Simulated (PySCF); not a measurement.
## SnN(OH) + HF → FSnN + H₂O

Level: PBE0 in the def2-TZVP basis family, computed in PySCF with density fitting; scalar-relativistic core potentials for atoms from Rb on, none lighter, no spin–orbit coupling; open shells unrestricted.

| species | state and structure | ZPE (kJ/mol) | H(298 K) − H(0) (kJ/mol) | S° (J/(mol K)) |
| --- | --- | --- | --- | --- |
| SnN(OH) | singlet, Cs, O–H 0.963 Å, Sn–N 1.820 Å, Sn–O 1.946 Å; H–O–Sn 113.0°, N–Sn–O 173.7° | 38.2 | 14.5 | 290.7 |
| HF | singlet, C∞v, H–F 0.920 Å | 24.9 | 8.7 | 173.6 |
| FSnN | singlet, C∞v, Sn–F 1.906 Å, Sn–N 1.822 Å; F–Sn–N 180.0° | 9.9 | 13.2 | 273.4 |
| H₂O | singlet, C2v, O–H 0.960 Å (×2); H–O–H 105.1° | 56.5 | 9.9 | 188.7 |

Problem. Is the gas-phase reaction uphill or downhill in electronic energy at this level, and by how much?

Solution. At PBE0/def2-TZVP, ΔE = -24.5 kJ/mol, downhill. 

Problem. Add zero-point, thermal and entropy terms for 298.15 K and 1 bar.

Solution. ΔZPE = 3.3 and Δ[H(298) − H(0)] = -0.1 kJ/mol give ΔH° = -21.3 kJ/mol. ΔS° = -2.2 J/(mol K), so ΔG° = -21.3 − 298.15 × (-0.0022) = -21 kJ/mol and log₁₀K = 3.6.

Each species is the lowest minimum found with this bonding; other isomers or fragments can lie lower.
